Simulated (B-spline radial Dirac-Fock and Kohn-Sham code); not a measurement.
# V: eigenvalues, ΔSCF and the reference

System: the free vanadium atom, configuration [Ar] 3d2 4s2 4p1 (not the ground configuration).

The density-functional columns are spherical, spin-unpolarised Dirac-Kohn-Sham results without Breit or QED terms: −ε is minus the orbital energy of the initial state and ΔSCF the difference of two total energies. The reference in the last column comes from ΔSCF Dirac-Fock with Breit, self-energy and vacuum polarisation, finite nucleus, configuration average. All numbers are from a radial atomic solver, in eV; a selection of levels is shown.

```csv
level,LDA −ε,LDA ΔSCF,Dirac-Fock
K,5357.0,5492.8,5485.1
L1,608.6,631.6,650.6
L2,515.0,542.0,542.3
L3,508.0,534.7,535.4
M1,76.44,84.26,90.92
M2,50.93,58.45,58.42
M3,50.06,57.54,57.58
"M4,5",10.86,17.42,15.99
N1,6.69,9.95,8.37
"N2,3",2.68,5.30,4.88
```

Values without a named source are computed, but for edge energies of neutral atoms, which are taken from tables.
